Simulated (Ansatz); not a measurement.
Computed with Ansatz on PBE0-D4/def2-TZVP structures; ΔE is electronic, products minus reactants. CBS: MP2 limit from def2 TZ/QZ plus the TZ coupled-cluster correction, frozen cores. This one scheme is used for every species. DFT in def2-TZVPP. One conformer a species, not always the lowest.

`C[SiH](O)C=O` + CH₃OH → `O=C[SiH](O)CO` + CH₄  (formal exchange of groups at the Si–C bond)

(1) Is it downhill or uphill in electronic energy at CCSD(T)/CBS, and by how much? (Estimate.)

(2) What do these levels give: r2SCAN-D4, ωB97X-V, B2PLYP, CCSD/def2-TZVPP, HF/CBS(def2), MP2/CBS(def2)? (Best estimate.)

Largest T1 diagnostic among the species: 0.014.

## Answers

(1) Ansatz gave: Uphill: ΔE = +10.3 kJ/mol.

(2) Ansatz gave: r2SCAN-D4 6.4, ωB97X-V 8.3, B2PLYP 9.8, CCSD/def2-TZVPP 11.3, HF/CBS(def2) 19.3, MP2/CBS(def2) 11.1 kJ/mol.

In def2-TZVPP, CCSD(T) changes the Hartree–Fock value by −9.0 kJ/mol (the triples alone add −1.9 kJ/mol) and MP2 by −8.2 kJ/mol. The D4 term adds −3.5 kJ/mol with B3LYP and −2.0 kJ/mol with PBE0; it sums over pairs of atoms, weighted by their polarisabilities, and B3LYP, whose exchange is more repulsive, gets the larger term. From PBE to PBE0 (25 % exact exchange), in def2-TZVPP and without D4, ΔE moves by +3.8 kJ/mol.

B3LYP here is the variant with VWN-RPA as its local correlation; programs differ in this.
